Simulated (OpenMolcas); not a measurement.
Systems:
- [FeCl6]3-, a model complex in vacuum: octahedral, Fe–Cl 2.46 Å; shape imposed, not necessarily the one it adopts

Method: state-averaged CASSCF on the open d shell, ANO basis sets as named, scalar-relativistic DKH2, RICD, in OpenMolcas. State energies are spin-free and vertical. Orbital splittings and repulsion parameters are fits to the integrals of the highest spin's CASSCF orbitals. Times are rough, from shared cores.

| case | ground state | first state of another spin (cm⁻¹) | d-orbital splitting (cm⁻¹) | Racah B (cm⁻¹) | basis functions | relative time |
|---|---|---|---|---|---|---|
| ANO-RCC-VDZP | ⁶A₁g | ⁴T₁g(1) 28340 | 7780 | 1197 | 142 | 1 |
| ANO-RCC-VDZ | ⁶A₁g | ⁴T₁g(1) 28020 | 7860 | 1188 | 105 | 1 |
| ANO-RCC-VTZP | ⁶A₁g | ⁴T₁g(1) 29100 | 7590 | 1214 | 263 | 10 |

No ligand orbital and no second metal shell is active in the minimal space. The geometry is a model, so the numbers describe that model and not a measured compound. CASSCF on this space leaves out dynamic correlation. Anions stand alone here, with no counter-ions or solvent. A perturbation step moves a level of ANO-RCC-VDZP by 3.5 eV (XMS-CASPT2 (IPEA 0.25)) from CASSCF, too much for a small correction, so neither level is settled.
